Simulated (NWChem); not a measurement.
System: BHOClF; SMILES B(O)(F)Cl

Excerpt of the output:

```
             Northwest Computational Chemistry Package (NWChem) 7.3.0
             --------------------------------------------------------

 CS  symmetry detected

                             Geometry "geometry" -> ""
                             -------------------------

 Output coordinates in angstroms (scale by  1.889725989 to convert to a.u.)

  No.       Tag          Charge          X              Y              Z
 ---- ---------------- ---------- -------------- -------------- --------------
    1 B                    5.0000     0.01077126    -0.42680789     0.00000000
    2 F                    9.0000    -1.13889640    -1.08893225     0.00000000
    3 Cl                  17.0000    -0.02207254     1.32551758     0.00000000
    4 O                    8.0000     1.18586703    -1.07114548     0.00000000
    5 H                    1.0000     1.08450831    -2.03020534     0.00000000

 Effective nuclear repulsion energy (a.u.)     143.3257065664

      Symmetry information
      --------------------

 Group name             Cs
 Group number              2
 Group order               2
 No. of unique centers     5

                                 NWChem DFT Module
                                 -----------------

 Summary of "ao basis" -> "ao basis" (spherical)
 ------------------------------------------------------------------------------
       Tag                 Description            Shells   Functions and Types
 ---------------- ------------------------------  ------  ---------------------
 B                           6-31g*                  6       14   3s2p1d
 F                           6-31g*                  6       14   3s2p1d
 Cl                          6-31g*                  8       18   4s3p1d
 O                           6-31g*                  6       14   3s2p1d
 H                           6-31g*                  2        2   2s

      Symmetry analysis of basis
      --------------------------

        a'         45
        a"         17

[...]

                                NWChem TDDFT Module
                                -------------------

            General Information
            -------------------
           No. of orbitals :     124
            Alpha orbitals :      62
             Beta orbitals :      62
        Alpha frozen cores :       0
         Beta frozen cores :       0
     Alpha frozen virtuals :       0
      Beta frozen virtuals :       0
         Spin multiplicity :       1
    Number of AO functions :      62
        Use of symmetry is : off
      Symmetry adaption is : on
         Schwarz screening :  0.10D-07

              XC Information
              --------------
                  PBE0 Method XC Functional
              Hartree-Fock (Exact) Exchange   0.25
   PerdewBurkeErnzerhof Exchange Functional   0.75
     Perdew 1991 LDA Correlation Functional   1.00 local
    PerdewBurkeErnz. Correlation Functional   1.00 non-local

             TDDFT Information
             -----------------
          Calculation type : TDDFT
         Wavefunction type : Restricted singlets
          No. of electrons :      40
           Alpha electrons :      20
            Beta electrons :      20
              No. of roots :       6
          Max subspacesize :    5200
            Max iterations :     100
               Target root :       1
           Target symmetry : none
      Symmetry restriction : off
                 Algorithm : Optimal
        Davidson threshold :  0.10D-03

    6 smallest eigenvalue differences (eV)
--------------------------------------------------------
  No. Spin  Occ  Vir  Irrep   E(Occ)    E(Vir)   E(Diff)
--------------------------------------------------------
    1    1   20   21 a"       -0.339     0.032    10.119
    2    1   19   21 a'       -0.346     0.032    10.305
    3    1   20   22 a'       -0.339     0.064    10.976
    4    1   19   22 a"       -0.346     0.064    11.162
    5    1   18   21 a'       -0.398     0.032    11.726
    6    1   17   21 a"       -0.409     0.032    12.015
--------------------------------------------------------

  Entering Davidson iterations
  Restricted singlet excited states

  Iter   NTrls   NConv    DeltaV     DeltaE      Time
  ----  ------  ------  ---------  ---------  ---------
    1      6       0     0.45E+00   0.10+100        8.1
    2     18       0     0.86E-01   0.49E-01       10.3
    3     30       0     0.39E-01   0.40E-02       10.3
    4     42       0     0.12E-01   0.54E-03       10.6
    5     54       1     0.39E-02   0.68E-04       10.3
    6     64       1     0.14E-02   0.54E-05        9.8
    7     74       3     0.58E-03   0.44E-06       10.1
    8     80       5     0.23E-03   0.54E-07        8.0
    9     82       6     0.79E-04   0.59E-08        7.1
  ----  ------  ------  ---------  ---------  ---------
  Convergence criterion met

  Ground state a'       -660.486630502949 a.u.

  ----------------------------------------------------------------------------
  Root   1 singlet a"             0.306471679 a.u.                8.3395 eV
  ----------------------------------------------------------------------------
     Transition Moments    X -0.00000   Y  0.00000   Z -0.00757
     Dipole Oscillator Strength                    0.0000117075
     Electric Quadrupole                           0.0000000011
     Magnetic Dipole                               0.0000001323
     Total Oscillator Strength                     0.0000118408

[...]
```

Level: PBE0/6-31G* (spherical d), full TDDFT. The geometry was optimised at PBE0/def2-SVP.

**Question.** Which NWChem input produces such a log?

**Answer.** Several could match; the one computed here: the input that was run:
```
start job
memory heap 200 mb stack 900 mb global 1100 mb
geometry units angstroms noautoz
  B      0.019750    -0.420951     0.000000
  F     -1.125275    -1.091072     0.000000
  Cl    -0.025306     1.331103     0.000000
  O      1.199308    -1.057083     0.000000
  H      1.104636    -2.016826     0.000000
end
basis spherical
  B library 6-31g*
  F library 6-31g*
  Cl library 6-31g*
  O library 6-31g*
  H library 6-31g*
end
dft
  xc pbe0
  iterations 150
end
tddft
  nroots 6
  notriplet
end
task tddft energy
```
